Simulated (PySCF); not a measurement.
Gas-phase reaction: TiCl₂(OH)₂ + 3 Cl → TiCl₄.H₂O + ClO

Method: PySCF energies (xtb for GFN2) plus ideal-gas RRHO corrections (1 bar). † marks an energy on the PBE0/def2-TZVP geometry and frequencies; other levels use their own. Open shells (unrestricted): Cl (multiplicity 2, electronic degeneracy 6), ClO (multiplicity 2, electronic degeneracy 4); the rest are closed-shell singlets. GFN2 has no spin-polarisation term. Spin-orbit splitting is ignored; it lowers the true energy and changes the entropy of Cl, ClO. Adducts (TiCl₄.H₂O) have no counterpoise correction, and HF, PBE, BLYP, B3LYP and PBE0 lack dispersion. TiCl₂(OH)₂, TiCl₄.H₂O: computed as isolated molecules; such fragments, hydroxides, amides, oligomers or adducts are transient or little studied in the gas. The harmonic model lacks anharmonicity and excited electronic states, which grow with temperature; levels with a mode under 35 cm⁻¹ are left out. Soft modes under 120 cm⁻¹ make the harmonic entropy rough for TiCl₂(OH)₂, TiCl₄.H₂O. Warning, point group unlike the PBE0 one: TiCl₂(OH)₂ (GFN2-xTB).

ΔH° and ΔS° at 298 K: GFN2-xTB -301 kJ, -210 J/K; PBE/def2-SVP -297 kJ, -235 J/K; PBE0/def2-QZVP† -276 kJ, -234 J/K; PBE0/def2-SVP† -247 kJ, -234 J/K; LDA/def2-TZVP† -423 kJ, -234 J/K; ωB97M-V/def2-TZVP† -273 kJ, -234 J/K.

**Question.** With the heat capacities included, give log10 K (1 bar) at 600, 800, 1000, 1400, 1800 K from GFN2-xTB, PBE/def2-SVP, PBE0/def2-QZVP†, PBE0/def2-SVP†, LDA/def2-TZVP†, ωB97M-V/def2-TZVP†.

**Answer.** 
```
T (K)  GFN2-xTB  PBE/def2-SVP  PBE0/def2-QZVP†  PBE0/def2-SVP†  LDA/def2-TZVP†  ωB97M-V/def2-TZVP†
-----  --------  ------------  ---------------  --------------  --------------  ------------------
600        15.2          13.5             11.8             9.2            24.6                11.5
800         8.6           7.0              5.7             3.8            15.3                 5.5
1000        4.6           3.1              2.0             0.5             9.7                 1.9
1400        0.1          -1.4             -2.2            -3.3             3.3                -2.3
1800       -2.4          -3.9             -4.5            -5.3            -0.2                -4.6
```
